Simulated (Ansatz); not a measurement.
Reaction (substitution at a C–C bond): `FC(Cl)C(F)(F)Br` + HCl → `FC(F)(Cl)Br` + `FCCl`

Isolated molecules relaxed with PBE0-D4/def2-TZVP in Ansatz; ΔE leaves out vibrations. CBS: MP2 limit from def2 TZ/QZ plus the TZ coupled-cluster correction, frozen cores. This one scheme is used for every species. DFT in def2-TZVPP. B3LYP here is the variant with VWN-RPA as its local correlation; programs differ in this. HSE06 is defined as in plane-wave codes. For Br outer-core shells are correlated without core-valence functions, which leaves a few kJ/mol of doubt a bond. Scalar relativity is left out up to krypton. Each species was taken in one conformer, which may not be the lowest.

`FC(Cl)C(F)(F)Br`:

Cartesian coordinates in Å:
```
F 0.876 -0.297 -1.557
C 0.223 0.433 -0.626
Cl -1.249 1.094 -1.312
C -0.072 -0.491 0.566
F 1.082 -1.034 0.963
F -0.893 -1.475 0.222
Br -0.826 0.512 2.043
H 0.858 1.257 -0.299
```

HCl:

Z-matrix (Å, degrees):
```
Cl
H 1 1.279
```

`FC(F)(Cl)Br`:

Cartesian coordinates in Å:
```
F -0.605 0.410 1.181
C -0.062 -0.059 0.067
F 0.008 -1.379 0.168
Cl -1.070 0.371 -1.303
Br 1.728 0.657 -0.113
```

`FCCl`:

Cartesian coordinates in Å:
```
F -1.214 0.485 0.366
C -0.039 0.027 -0.127
Cl 1.009 -0.524 1.185
H 0.474 0.837 -0.644
H -0.230 -0.825 -0.779
```

| level | ΔE (kJ/mol) | difference from CCSD(T)/CBS |
| --- | --- | --- |
| LDA (SPW92) | 39.0 | -3.5 |
| PBE-D4 | 28.9 | -13.6 |
| revPBE-D4 | 29.0 | -13.5 |
| BLYP-D4 | 28.1 | -14.4 |
| r2SCAN-D4 | 35.9 | -6.6 |
| B97M-V | 39.2 | -3.3 |
| PBE0-D4 | 34.8 | -7.7 |
| B3LYP-D4 | 33.1 | -9.4 |
| r2SCANh-D4 | 37.1 | -5.4 |
| r2SCAN0-D4 | 38.9 | -3.6 |
| HSE06-D4 | 34.3 | -8.2 |
| BHLYP-D4 | 39.2 | -3.3 |
| CAM-B3LYP-D4 | 37.6 | -4.9 |
| ωB97X-V | 38.4 | -4.1 |
| ωB97M-V | 38.8 | -3.7 |
| B2PLYP | 33.1 | -9.4 |
| PBE-QIDH | 39.3 | -3.2 |
| PBE | 24.3 | -18.2 |
| revPBE | 18.2 | -24.3 |
| BLYP | 19.0 | -23.5 |
| r2SCAN | 34.5 | -8.0 |
| r2SCANh | 35.7 | -6.8 |
| r2SCAN0 | 37.3 | -5.2 |
| HSE06 | 30.4 | -12.1 |
| BHLYP | 33.9 | -8.6 |
| CAM-B3LYP | 33.4 | -9.1 |
| LC-ωPBE | 35.6 | -6.9 |
| RPA@PBE/def2-TZVPP | 44.2 | 1.7 |
| HF/def2-SVP | 45.6 | 3.1 |
| MP2/def2-SVP | 51.0 | 8.5 |
| CCSD/def2-SVP | 51.9 | 9.4 |
| CCSD(T)/def2-SVP | 52.1 | 9.6 |
| HF/def2-TZVPP | 36.4 | -6.1 |
| MP2/def2-TZVPP | 43.5 | 1.0 |
| SCS-MP2/def2-TZVPP | 40.6 | -1.9 |
| CCSD/def2-TZVPP | 45.1 | 2.6 |
| CCSD(T)/def2-TZVPP | 44.8 | 2.3 |
| SCS-MP2/def2-QZVPP | 39.2 | -3.3 |
| HF/CBS(def2) | 35.5 | -7.0 |
| MP2/CBS(def2) | 41.2 | -1.3 |
| CCSD(T)/CBS | 42.5 | 0 |

Largest T1 diagnostic among the species: 0.011.

From PBE to PBE0 (25 % exact exchange), in def2-TZVPP and without D4, ΔE moves by +6.4 kJ/mol. The D4 term adds +7.0 kJ/mol with B3LYP and +4.1 kJ/mol with PBE0; it sums over pairs of atoms, weighted by their polarisabilities, and B3LYP, whose exchange is more repulsive, gets the larger term. Leaving LDA and LC-ωPBE aside and taking each functional with its dispersion term where it has one, the values spread over 11.2 kJ/mol, from BLYP-D4 to PBE-QIDH. LDA lies +14.7 kJ/mol from PBE without D4.
